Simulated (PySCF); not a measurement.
Methylcycloheptane, C8H16.
Bonds: C1–C2, C2–C3, C3–C4, C4–C5, C5–C6, C6–C7, C7–C8, C2–C8. Hydrogens: H9, H10, H11 on C1; H12 on C2; H13, H14 on C3; H15, H16 on C4; H17, H18 on C5; H19, H20 on C6; H21, H22 on C7; H23, H24 on C8.

Method: PBE0-D3(BJ)/def2-SVP geometry optimisation, gas phase (PySCF).

(1) List the bond lengths, angles and torsions at this level.

Results:

(1) 
```
                 bond  length (Å)   order
                C1–C2       1.525  single
         C2–C3, C2–C8       1.536  single
         C3–C4, C7–C8       1.530  single
         C4–C5, C6–C7       1.528  single
                C5–C6       1.525  single
C1–H9, C1–H10, C1–H11       1.102  single
               C2–H12       1.105  single
       C3–H13, C8–H24       1.103  single
       C3–H14, C8–H23       1.104  single
       C4–H15, C7–H22       1.103  single
       C4–H16, C7–H21       1.103  single
       C5–H17, C6–H19       1.104  single
       C5–H18, C6–H20       1.104  single
```

Bonds in one row agree within 0.01 Å and their mean is given. Orders are formal, as drawn. A selection of angles:
```
     angle  degrees
  C2–C1–H9    110.9
 H9–C1–H10    107.3
  C1–C2–C3    109.7
  C1–C2–C8    111.4
 C1–C2–H12    107.4
  C3–C2–C8    114.5
 C3–C2–H12    107.2
 C8–C2–H12    106.3
  C2–C3–C4    116.9
 C2–C3–H13    107.5
 C2–C3–H14    108.9
 C4–C3–H13    109.8
 C4–C3–H14    108.1
H13–C3–H14    105.0
  C3–C4–C5    113.7
 C3–C4–H15    108.6
 C3–C4–H16    110.4
 C5–C4–H15    107.9
 C5–C4–H16    110.4
H15–C4–H16    105.5
  C4–C5–C6    116.2
 C4–C5–H17    109.2
 C4–C5–H18    107.9
 C6–C5–H17    108.3
 C6–C5–H18    109.0
H17–C5–H18    105.7
 C5–C6–H19    109.0
 C5–C6–H20    108.3
 C7–C6–H19    107.9
 C7–C6–H20    109.3
 C6–C7–H21    108.0
 C6–C7–H22    110.3
 C8–C7–H22    110.6
 C7–C8–H23    109.7
 C7–C8–H24    107.8
 C2–C8–H23    107.7
 C2–C8–H24    109.3
```

Dihedral angles: C1–C2–C3–C4 -165° (antiperiplanar); C2–C3–C4–C5 87° (synclinal); C3–C4–C5–C6 -69° (synclinal); C4–C5–C6–C7 52° (synclinal); C5–C6–C7–C8 -70° (synclinal); C6–C7–C8–C2 87° (synclinal); C1–C2–C8–C7 86° (synclinal). The mirror-image conformer, all signs reversed, is as good.

Of the pairs four or more bonds apart, H19···H24 is among the closest relative to their van der Waals radii: 2.33 Å, 97 % of the sum of Bondi's values. The 7-membered ring C2–C3–C4–C5–C6–C7–C8 has internal angles of 113.5° to 116.9° (sum 807°, against 900° for a flat polygon); it is puckered, 0.31 Å rms from its mean plane, widest ring torsion 87°.

Point group: C1 (no symmetry element, even within 0.4 Å). No frequency check. The numbers are those of one conformer.
